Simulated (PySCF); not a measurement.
Species: H$_{6}$S, charge 0, multiplicity 1. SMILES: [H][S@OH15]([H])([H])([H])([H])[H]
Geometry: optimised at B3LYP-D3(BJ)/def2-TZVP (Ansatz).

Dispersion corrections to the total energy (kcal/mol) from the dftd3 and dftd4 libraries through PySCF: D3(BJ) without and D4 with the three-body term, each with the damping fitted for the functional named.

```json
[
 {"functional": "BHLYP", "D3(BJ)": "?", "D4": "-1.79"},
 {"functional": "HF", "D3(BJ)": "-22.54", "D4": "?"},
 {"functional": "B3LYP", "D3(BJ)": "-3.54", "D4": "-2.76"},
 {"functional": "TPSSh", "D3(BJ)": "-2.27", "D4": "-2.11"},
 {"functional": "BLYP", "D3(BJ)": "-4.39", "D4": "-4.06"},
 {"functional": "B2GP-PLYP", "D3(BJ)": "-1.09", "D4": "-0.68"},
 {"functional": "LC-wPBE", "D3(BJ)": "-1.76", "D4": "?"}
]
```

Question: Complete the blanks.

Answer: 
- BHLYP, D3(BJ): -2.66
- HF, D4: -7.72
- LC-wPBE, D4: -1.89
